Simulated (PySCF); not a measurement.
## TDDFT excited states: C3H8ClPSi2

Compound: C₃H₈ClPSi₂.
SMILES with atom numbers: `[CH3:1][C:2]#[C:3][SiH2:4][PH:5][SiH2:6][Cl:7]` (hydrogens: H8, H9, H10 on C1; H11, H12 on Si4; H13 on P5; H14, H15 on Si6)

Structure used (GFN2-xTB), in Å, numbered top down from 1:
```
atom  x, y, z in Å
C1     3.8361   -0.0197   -0.2659
C2     2.4382    0.3233   -0.3830
C3     1.2735    0.6211   -0.4810
Si4   -0.5212    1.0090   -0.6254
P5    -1.5773   -0.9398   -1.0369
Si6   -3.4270   -0.7457    0.1860
Cl7   -4.6718    0.5051   -0.7871
H8     4.1555    0.0671    0.7726
H9     4.4362    0.6531   -0.8780
H10    3.9961   -1.0439   -0.6019
H11   -0.7829    1.8711   -1.7807
H12   -0.9568    1.6417    0.6297
H13   -0.9073   -1.6780   -0.0819
H14   -4.0607   -2.0589    0.2749
H15   -3.2349   -0.1976    1.5312
```

Computed with TDDFT CAM-B3LYP/def2-SVPD, vertical, gas phase, core orbitals frozen in the response (PySCF 2.14.0, density-fitted response routines).

**Question.** Predict the UV-vis stick spectrum at this level.

**Answer.** 

```csv
state,E (eV),λ (nm),f,"main configurations (H = HOMO, L = LUMO)"
S1,5.76,215.3,0.0063,H→L (82%)
S2,5.95,208.5,0.0018,"H-2→L (21%), H-2→L+1 (20%), H-1→L (8%)"
S3,6.16,201.4,0.024,"H→L+1 (17%), H-2→L (16%), H-1→L+1 (15%)"
S4,6.17,200.9,0.022,"H-1→L (29%), H-2→L+1 (14%), H-2→L+4 (12%)"
S5,6.34,195.5,0.056,"H→L+1 (47%), H→L+4 (10%)"
S6,6.53,189.8,0.024,"H→L+2 (51%), H→L+3 (14%), H→L+1 (12%)"
S7,6.71,184.9,0.027,"H→L+3 (42%), H→L+2 (12%), H→L+5 (10%)"
S8,6.98,177.7,0.026,"H→L+4 (40%), H→L+6 (15%), H→L+3 (11%)"
```

Triplets, Tamm–Dancoff:

| state | E (eV) | λ (nm) | main configurations (H = HOMO, L = LUMO) |
| --- | --- | --- | --- |
| T1 | 4.98 | 249.0 | H→L (13%), H-2→L+4 (12%), H-1→L+1 (11%) |
| T2 | 5.29 | 234.5 | H→L (56%), H→L+1 (9%) |
| T3 | 5.40 | 229.4 | H→L+1 (24%), H-2→L+4 (19%), H-2→L (10%) |

The lowest singlet comes at 215 nm (556 kJ/mol) in the ultraviolet; it is weak; its leading configuration is HOMO→LUMO (82%). The most intense listed level is S5 at 6.34 eV (195 nm, f = 0.056), 0.58 eV above S1. Löwdin shares by element: HOMO phosphorus 57%, silicon 20%, hydrogen 5% or more (atoms not listed hold the other 18%); LUMO silicon 35%, phosphorus 19%, carbon 9% or more (atoms not listed hold the other 36%). Of the 8 states listed, 6 reach f = 0.01 and none stays under 0.0005. Orbital energies (eV): HOMO-3 -10.15, HOMO-2 -9.24, HOMO-1 -9.11, HOMO -8.53, LUMO 0.56, LUMO+1 0.76, LUMO+2 0.96. The oscillator strengths of these states sum to 0.186; summed over the whole spectrum of an exact calculation they would give the number of electrons, 86 (Thomas–Reiche–Kuhn). The window holds the lowest 8 singlets.

One conformer stands for the species.
